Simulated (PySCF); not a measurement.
Frontier levels across methods

CH6BClSi.
SMILES with atom numbers: `[BH2:1][CH2:2][SiH2:3][Cl:4]` (hydrogens: H5, H6 on B1; H7, H8 on C2; H9, H10 on Si3)

Geometry (PBE0-D3(BJ)/def2-SVP, Å), atoms numbered from 1 in this order:
```xyz
10
CH6BClSi angstrom
B     -0.9044    0.3251    0.8635
C      0.2647    1.3250    0.9950
Si     1.8562    0.4964    0.4214
Cl     3.3935    1.8827    0.5529
H     -1.5246    0.2380   -0.1720
H     -1.1794   -0.4308    1.7680
H      0.4791    1.6332    2.0317
H      0.1702    2.2071    0.3401
H      1.7647    0.0639   -1.0000
H      2.2089   -0.6603    1.2893
```

Basis pcSseg-2 throughout (PySCF), one geometry. Isolated species at its PBE0-D3(BJ)/def2-SVP geometry (one conformer only).

How do the orbital energies, the gap and the dipole change with the method?

```json
{"method": "BLYP", "kind": "GGA", "HOMO (eV)": "-7.41", "LUMO (eV)": "-2.66", "gap (eV)": "4.75", "μ (D)": "0.80", "SCF cycles": "14"}
{"method": "B97-D", "kind": "GGA", "HOMO (eV)": "-7.54", "LUMO (eV)": "-2.62", "gap (eV)": "4.92", "μ (D)": "0.87", "SCF cycles": "13"}
{"method": "PBE", "kind": "GGA", "HOMO (eV)": "-7.57", "LUMO (eV)": "-2.82", "gap (eV)": "4.75", "μ (D)": "0.79", "SCF cycles": "14"}
{"method": "OPBE", "kind": "GGA", "HOMO (eV)": "-7.58", "LUMO (eV)": "-2.62", "gap (eV)": "4.96", "μ (D)": "0.82", "SCF cycles": "14"}
{"method": "KT2", "kind": "GGA", "HOMO (eV)": "-7.63", "LUMO (eV)": "-2.85", "gap (eV)": "4.78", "μ (D)": "0.84", "SCF cycles": "13"}
{"method": "KT3", "kind": "GGA", "HOMO (eV)": "-7.65", "LUMO (eV)": "-2.73", "gap (eV)": "4.92", "μ (D)": "0.86", "SCF cycles": "13"}
{"method": "BP86", "kind": "GGA", "HOMO (eV)": "-7.66", "LUMO (eV)": "-2.87", "gap (eV)": "4.79", "μ (D)": "0.81", "SCF cycles": "14"}
{"method": "LDA", "kind": "LDA", "HOMO (eV)": "-7.69", "LUMO (eV)": "-3.11", "gap (eV)": "4.59", "μ (D)": "0.77", "SCF cycles": "13"}
{"method": "B97-2", "kind": "global hybrid", "HOMO (eV)": "-8.60", "LUMO (eV)": "-1.83", "gap (eV)": "6.77", "μ (D)": "0.98", "SCF cycles": "12"}
{"method": "B3LYP", "kind": "global hybrid", "HOMO (eV)": "-8.61", "LUMO (eV)": "-2.07", "gap (eV)": "6.54", "μ (D)": "0.95", "SCF cycles": "12"}
{"method": "PBE0", "kind": "global hybrid", "HOMO (eV)": "-8.86", "LUMO (eV)": "-1.86", "gap (eV)": "7.00", "μ (D)": "0.97", "SCF cycles": "12"}
{"method": "mPW1PW91", "kind": "global hybrid", "HOMO (eV)": "-8.88", "LUMO (eV)": "-1.85", "gap (eV)": "7.03", "μ (D)": "0.97", "SCF cycles": "12"}
{"method": "BHandHLYP", "kind": "global hybrid", "HOMO (eV)": "-10.03", "LUMO (eV)": "-0.86", "gap (eV)": "9.17", "μ (D)": "1.13", "SCF cycles": "11"}
{"method": "CAM-B3LYP", "kind": "range-separated hybrid", "HOMO (eV)": "-10.20", "LUMO (eV)": "-0.80", "gap (eV)": "9.41", "μ (D)": "1.04", "SCF cycles": "11"}
{"method": "wB97X-D", "kind": "range-separated hybrid", "HOMO (eV)": "-10.71", "LUMO (eV)": "-0.01", "gap (eV)": "10.70", "μ (D)": "1.04", "SCF cycles": "13"}
{"method": "LC-wPBE", "kind": "range-separated hybrid", "HOMO (eV)": "-11.60", "LUMO (eV)": "0.38", "gap (eV)": "11.97", "μ (D)": "1.09", "SCF cycles": "12"}
{"method": "HF", "kind": "Hartree–Fock", "HOMO (eV)": "-11.91", "LUMO (eV)": "1.47", "gap (eV)": "13.38", "μ (D)": "1.32", "SCF cycles": "10"}
```

The HOMO spans 4.50 eV, from BLYP down to HF, and the gap runs from 4.59 eV (LDA) to 13.38 eV (HF). Over the methods BLYP (0 %), B97-D (0 %), PBE (0 %), OPBE (0 %), KT2 (0 %), KT3 (0 %), BP86 (0 %), LDA (0 %), B97-2 (21 %), B3LYP (20 %), PBE0 (25 %), mPW1PW91 (25 %), BHandHLYP (50 %), HF (100 %), a straight line through the gap against the share of exact exchange rises by 0.86 eV for each 10 % (correlation coefficient 0.999). The dipole ranges from 0.77 D (LDA) to 1.32 D (HF). This basis has no diffuse functions.
